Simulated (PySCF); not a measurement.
Simulation results for AlGeH$_{6}$NO, GeH$_{5}$NOSi, ClGeH$_{3}$O$_{2}$, AlGeH$_{3}$NO

Computed with PySCF 2.14.0. Calculation on a computer-drawn molecule: the log of a Hartree-Fock and frozen-core CCSD(T) single point meant for a local Hartree-Fock minimum, with one planted fault or none, to be diagnosed. Offsets are logged minus clean, where the clean run is the same molecule without the fault. The reference is restricted for singlets and unrestricted otherwise, and also for a bond in bohr or an excited solution. Adding or removing an electron swaps singlet and doublet. The excited solution moves the top pair (singlet) or top alpha electron (doublet) to the lowest empty orbital. Highest occupied and lowest empty are orbital energies over both spins, largest force is the largest gradient component, triples share is (T) over the correlation energy, the T1 limit is 0.02 restricted and 0.045 unrestricted, electrons count all cores, a negative frequency is imaginary (commonest isotopes), and the dipole is about the centre of nuclear charge; on germanium a core potential holds 10 electrons, which the energies leave out, and 3d is frozen in MP2 and coupled-cluster steps.

Common to all runs: meant multiplicity 1; meant basis cc-pV(D+d)Z; meant basis and core potential on germanium cc-pVDZ-PP ECP10MDF; logged SCF converged yes; possible faults no fault, one electron removed, one electron added, multiplicity raised by two, geometry at a saddle point, SCF held on an excited solution, minimal basis STO-3G, one bond length entered in bohr, all coordinates scaled.

(1) 
```xyz
10
formula=AlGeH6NO meant_charge=0 logged_electrons=66 logged_basis_functions=104 logged_spin_squared=0.797 logged_highest_occupied=-8.3327 logged_lowest_empty=1.3151 logged_largest_force=0.01017 logged_T1_diagnostic=0.052979 logged_D1_diagnostic=0.26753 logged_triples_share=0.028505 logged_CC_converged=yes logged_dipole_magnitude=1.049 logged_SCF_stable_within_its_kind=yes logged_energy_HF=-668.06192 logged_energy_CCSD(T)=-668.63573 planted_fault=one_bond_length_entered_in_bohr,row_8_of_the_drawn_bonds HF_energy_offset_from_clean_run=64.06 CCSD(T)_energy_offset_from_clean_run=69.07
O      1.2971    -2.1793     0.5922
Ge    -0.3128    -2.1373    -0.1668
N     -0.8500    -0.4104    -0.4641
Al    -1.1969     0.4787    -1.9666
H      1.9795    -1.7357     0.1098
H     -0.2781    -2.8426    -1.5218
H     -1.1949    -2.8374     0.8589
H     -0.9863     0.0908     0.4002
H     -0.7897    -0.9203    -4.5658
H     -1.6967     1.9718    -1.8624
```

Units: logged_highest_occupied, logged_lowest_empty in eV; logged_largest_force in hartree/bohr; logged_dipole_magnitude in debye; logged_energy_HF, logged_energy_CCSD(T) in hartree; HF_energy_offset_from_clean_run, CCSD(T)_energy_offset_from_clean_run in kcal/mol.

Drawn bonds:
| atom | other atom | order |
| --- | --- | --- |
| 1 | 2 | 1 |
| 2 | 3 | 1 |
| 3 | 4 | 1 |
| 1 | 5 | 1 |
| 2 | 6 | 1 |
| 2 | 7 | 1 |
| 3 | 8 | 1 |
| 4 | 9 | 1 |
| 4 | 10 | 1 |

Notes: T1 above single-reference limit.

(2) 
```xyz
9
formula=GeH5NOSi meant_charge=0 logged_electrons=66 logged_basis_functions=99 logged_spin_squared=2.0052 logged_highest_occupied=-6.8741 logged_lowest_empty=0.47414 logged_largest_force=0.029555 logged_T1_diagnostic=0.016453 logged_D1_diagnostic=0.05917 logged_triples_share=0.025408 logged_CC_converged=yes logged_dipole_magnitude=1.5793 logged_SCF_stable_within_its_kind=yes logged_energy_HF=-714.49409 logged_energy_CCSD(T)=-715.06808 planted_fault=multiplicity_raised_by_two HF_energy_offset_from_clean_run=36.51 CCSD(T)_energy_offset_from_clean_run=52.81
O     -1.3426     1.7361     1.4588
Ge    -1.2946     0.7156     0.0029
N     -1.2935    -1.0240     0.5979
Si    -0.0101    -2.0227     1.1529
H     -1.1991     2.6603     1.3142
H     -0.0193     0.9950    -0.7831
H     -2.5614     0.9561    -0.8208
H     -2.2159    -1.4123     0.7045
H      1.1126    -1.0462     0.8309
```

Units: logged_highest_occupied, logged_lowest_empty in eV; logged_largest_force in hartree/bohr; logged_dipole_magnitude in debye; logged_energy_HF, logged_energy_CCSD(T) in hartree; HF_energy_offset_from_clean_run, CCSD(T)_energy_offset_from_clean_run in kcal/mol.

Drawn bonds:
| atom | other atom | order |
| --- | --- | --- |
| 1 | 2 | 1 |
| 2 | 3 | 1 |
| 3 | 4 | 1 |
| 1 | 5 | 1 |
| 2 | 6 | 1 |
| 2 | 7 | 1 |
| 3 | 8 | 1 |
| 4 | 9 | 1 |

(3) 
```xyz
9
formula=GeH5NOSi meant_charge=0 logged_electrons=66 logged_basis_functions=99 logged_spin_squared=0 logged_highest_occupied=-10.371 logged_lowest_empty=1.6605 logged_largest_force=9.275e-06 logged_lowest_frequency=69.986 logged_T1_diagnostic=0.017405 logged_D1_diagnostic=0.060234 logged_triples_share=0.029109 logged_CC_converged=yes logged_dipole_magnitude=2.9921 logged_SCF_stable_within_its_kind=yes logged_energy_HF=-714.53297 logged_energy_CCSD(T)=-715.13496 planted_fault=no_fault HF_energy_offset_from_clean_run=0 CCSD(T)_energy_offset_from_clean_run=0
O     -1.9539     1.3091     2.4008
Ge    -0.7468     1.5257     1.0998
N      0.0189    -0.0359     0.6205
Si    -0.0595    -1.5768     0.8742
H     -1.5895     1.2268     3.2696
H      0.3381     2.4808     1.6052
H     -1.5462     2.1029    -0.0609
H     -0.9332    -2.2874     1.8287
H      0.8030    -2.5207     0.1459
```

Units: logged_highest_occupied, logged_lowest_empty in eV; logged_largest_force in hartree/bohr; logged_lowest_frequency in cm⁻¹; logged_dipole_magnitude in debye; logged_energy_HF, logged_energy_CCSD(T) in hartree; HF_energy_offset_from_clean_run, CCSD(T)_energy_offset_from_clean_run in kcal/mol.

Drawn bonds:
| atom | other atom | order |
| --- | --- | --- |
| 1 | 2 | 1 |
| 2 | 3 | 1 |
| 3 | 4 | 2 |
| 1 | 5 | 1 |
| 2 | 6 | 1 |
| 2 | 7 | 1 |
| 4 | 8 | 1 |
| 4 | 9 | 1 |

(4) 
```xyz
7
formula=ClGeH3O2 meant_charge=0 logged_electrons=67 logged_basis_functions=89 logged_spin_squared=0.7583 logged_highest_occupied=-18.717 logged_lowest_empty=-9.4531 logged_largest_force=0.06688 logged_T1_diagnostic=0.094905 logged_D1_diagnostic=0.66335 logged_triples_share=0.024494 logged_CC_converged=yes logged_dipole_magnitude=5.2526 logged_SCF_stable_within_its_kind=yes logged_energy_HF=-904.05046 logged_energy_CCSD(T)=-904.68438 planted_fault=one_electron_removed HF_energy_offset_from_clean_run=253.1 CCSD(T)_energy_offset_from_clean_run=263.2
O      2.0695     1.1758     1.0126
Ge     1.5221    -0.4655     0.7764
O     -0.1365    -0.4156     0.2025
Cl     2.6738    -1.4235    -0.7837
H      1.8626     1.7797     0.3122
H      1.7106    -1.2180     2.0687
H     -0.3487    -1.0296    -0.4870
```

Units: logged_highest_occupied, logged_lowest_empty in eV; logged_largest_force in hartree/bohr; logged_dipole_magnitude in debye; logged_energy_HF, logged_energy_CCSD(T) in hartree; HF_energy_offset_from_clean_run, CCSD(T)_energy_offset_from_clean_run in kcal/mol.

Drawn bonds:
| atom | other atom | order |
| --- | --- | --- |
| 1 | 2 | 1 |
| 2 | 3 | 1 |
| 2 | 4 | 1 |
| 1 | 5 | 1 |
| 2 | 6 | 1 |
| 3 | 7 | 1 |

Notes: T1 above single-reference limit.

(5) 
```xyz
7
formula=ClGeH3O2 meant_charge=0 logged_electrons=68 logged_basis_functions=89 logged_spin_squared=0.9753 logged_highest_occupied=-8.9196 logged_lowest_empty=-1.0194 logged_largest_force=0.016914 logged_T1_diagnostic=0.029444 logged_D1_diagnostic=0.18551 logged_triples_share=0.020628 logged_CC_converged=yes logged_dipole_magnitude=1.9531 logged_SCF_stable_within_its_kind=yes logged_energy_HF=-904.33251 logged_energy_CCSD(T)=-904.95631 planted_fault=one_bond_length_entered_in_bohr,row_3_of_the_drawn_bonds HF_energy_offset_from_clean_run=76.12 CCSD(T)_energy_offset_from_clean_run=92.55
O      2.0695     1.1758     1.0126
Ge     1.5221    -0.4655     0.7764
O     -0.1365    -0.4156     0.2025
Cl     3.6985    -2.2759    -2.1717
H      1.8626     1.7797     0.3122
H      1.7106    -1.2180     2.0687
H     -0.3487    -1.0296    -0.4870
```

Units: logged_highest_occupied, logged_lowest_empty in eV; logged_largest_force in hartree/bohr; logged_dipole_magnitude in debye; logged_energy_HF, logged_energy_CCSD(T) in hartree; HF_energy_offset_from_clean_run, CCSD(T)_energy_offset_from_clean_run in kcal/mol.

Drawn bonds:
| atom | other atom | order |
| --- | --- | --- |
| 1 | 2 | 1 |
| 2 | 3 | 1 |
| 2 | 4 | 1 |
| 1 | 5 | 1 |
| 2 | 6 | 1 |
| 3 | 7 | 1 |

(6) 
```xyz
7
formula=AlGeH3NO meant_charge=1 logged_electrons=62 logged_basis_functions=89 logged_spin_squared=0 logged_highest_occupied=-8.9168 logged_lowest_empty=-10.198 logged_largest_force=0.14376 logged_CC_converged=no logged_dipole_magnitude=6.7576 logged_SCF_stable_within_its_kind=no logged_energy_HF=-665.626 planted_fault=SCF_held_on_an_excited_solution HF_energy_offset_from_clean_run=316.1
O      1.5784    -0.8903    -0.2905
Ge     0.9396     0.4711    -1.1177
N     -0.6662     0.5636    -1.6265
Al    -2.2012     0.8136    -2.1882
H      1.0126    -1.6313    -0.1056
H      2.0230     1.4961    -1.2874
H     -3.6360     1.0260    -2.7033
```

Units: logged_highest_occupied, logged_lowest_empty in eV; logged_largest_force in hartree/bohr; logged_dipole_magnitude in debye; logged_energy_HF in hartree; HF_energy_offset_from_clean_run in kcal/mol.

Drawn bonds:
| atom | other atom | order |
| --- | --- | --- |
| 1 | 2 | 1 |
| 2 | 3 | 2 |
| 3 | 4 | 1 |
| 1 | 5 | 1 |
| 2 | 6 | 1 |
| 4 | 7 | 1 |

Notes: CCSD not converged.
